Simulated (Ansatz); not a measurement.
Basis-set extrapolation for CH4AlF3O, SMILES `C[OH+][Al-]([F])([F])[F]` (PBE0-D4/def2-TZVP geometry, frozen core, the Gaussian-basis code of Ansatz). Multiplicity 1, RHF reference.

|  | def2-TZVPP | def2-QZVPP |
| --- | --- | --- |
| HF | -655.767715 | -655.796587 |
| MP2 correlation | -1.251801 | -1.364113 |
| CCSD(T) correlation | -1.306634 | not run |

Energies in hartree. Use E(X) = E(∞) + A·exp(−7.88·√X) for Hartree–Fock and E(X) = E(∞) + B·X^(−2.97) for correlation, with X = 3 and 4, and add CCSD(T) minus MP2 of the smaller set to the MP2 limit.

**Question.** What is the CCSD(T) energy at the basis-set limit?

**Answer.** HF limit: -655.796587 + (-0.028872) × 0.13774 = -655.80056. MP2 limit: -1.364113 + (-0.112312) × 0.74074 = -1.44731. Higher-order term: -1.306634 − (-1.251801) = -0.05483. Total: -657.30270 hartree, 599.5 kJ/mol below CCSD(T)/def2-TZVPP.
